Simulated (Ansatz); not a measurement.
Molecule: sum formula SiHCl, charge 0, multiplicity 3. This is an excited triplet: at this geometry the singlet lies 1.19 eV lower at CCSD(T)/CBS(aug-cc-pV(T+d)Z,aug-cc-pV(Q+d)Z). 
Coordinates optimised at B3LYP-D3(BJ)/def2-TZVP (Ansatz, a first-principles code):
```
Si
H 1 1.4917
Cl 1 2.0637 2 115.14
```
Charge 0, spin multiplicity 3.

Basis-set convergence of Hartree-Fock and MP2 correlation energies (hartree) with Ansatz. Valence correlation only, unless marked. Open shells are spin-unrestricted. Spin-orbit coupling is left out. Non-relativistic.

```tsv
basis	functions	E(HF)	E(corr, MP2)
def2-SVP	41	-748.73898	-0.19453
def2-TZVPP	98	-749.00186	-0.26785
def2-QZVPP	170	-749.02355	-0.29410
```

Extrapolating the two largest sets (X = 3 and 4) as X^-3: E(corr) = (64·(-0.29410) - 27·(-0.26785))/37 = -0.3133 Eh, an estimate of the basis-set limit. The largest set recovers 93.9 % of it, the smallest 62.1 %.
